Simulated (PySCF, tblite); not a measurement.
Isomers of C6H8N2, one GFN2-xTB conformer each. Single-point energies are computed at PBE0/pcSseg-1 (PySCF, gas phase, no added dispersion term), electronic only.

**Question.** Rank them by PBE0/pcSseg-1 energy, lowest first (kcal/mol).
A. `n1nc(c(C)cc1)C`
B. `[NH2:1][CH2:2][c:3]1[cH:4][cH:5][cH:6][n:7][cH:8]1` with H–N1–C2–C3 60° and -58°, N1–C2–C3–C4 86° (3-(aminomethyl)pyridine)
C. `[CH2:1]=[CH:2][c:3]1[cH:4][n:5][nH:6][c:7]1[CH3:8]` with C1–C2–C3–C4 0°
D. `[CH2:1]=[CH:2]/[CH:3]=[N:4]\[N:5]=[CH:6]\[CH:7]=[CH2:8]` with C1–C2–C3–N4 -178°, C3–N4–N5–C6 105°, N5–C6–C7–C8 178°

**Answer.** B (0.0), A (13.1), C (13.6), D (64.3).

As drawn, the lowest has an aromatic ring and an N–H bond, which the highest lacks; the highest has a C=N bond, an N–N linkage and a C=C bond outside aromatic rings, which the lowest lacks. Neighbours under 2.5 kcal/mol apart (Cc1ccnnc1C and C=Cc1cn[nH]c1C) can change places with a better method, another conformer or zero-point energy. GFN2-xTB itself gives, in the same order: 0.4, 0.0, 5.3, 50.9. GFN2-xTB puts Cc1ccnnc1C lowest instead; measured from each level's own lowest isomer, the values differ by up to 13.4 kcal/mol (C=C/C=N\N=C\C=C: 50.9 against 64.3).

**Question.** Which frontier levels, dipoles and rotational constants go with these structures?

**Answer.** 
| SMILES | HOMO (eV, PBE0/pcSseg-1) | LUMO (eV) | dipole (D) | A, B, C (MHz) |
| --- | --- | --- | --- | --- |
| NCc1cccnc1 | -6.85 | -0.83 | 1.94 | 4746, 1516, 1258 |
| Cc1ccnnc1C | -6.43 | -1.10 | 4.59 | 3275, 2303, 1375 |
| C=Cc1cn[nH]c1C | -6.22 | -0.29 | 2.92 | 3383, 1894, 1223 |
| C=C/C=N\N=C\C=C | -6.48 | -1.37 | 1.73 | 6534, 803.0, 738.8 |

**Question.** What happens when harmonic zero-point energies from GFN2-xTB frequencies are added?

**Answer.** 
```json
{"SMILES": "NCc1cccnc1", "ZPE (kcal/mol)": "81.5", "electronic (kcal/mol)": "0.0", "with ZPE (kcal/mol)": "0.0"}
{"SMILES": "Cc1ccnnc1C", "ZPE (kcal/mol)": "80.5", "electronic (kcal/mol)": "13.1", "with ZPE (kcal/mol)": "12.0"}
{"SMILES": "C=Cc1cn[nH]c1C", "ZPE (kcal/mol)": "80.6", "electronic (kcal/mol)": "13.6", "with ZPE (kcal/mol)": "12.7"}
{"SMILES": "C=C/C=N\\N=C\\C=C", "ZPE (kcal/mol)": "78.0", "electronic (kcal/mol)": "64.3", "with ZPE (kcal/mol)": "60.7"}
```

The zero-point energies span 3.5 kcal/mol. The order is unchanged.
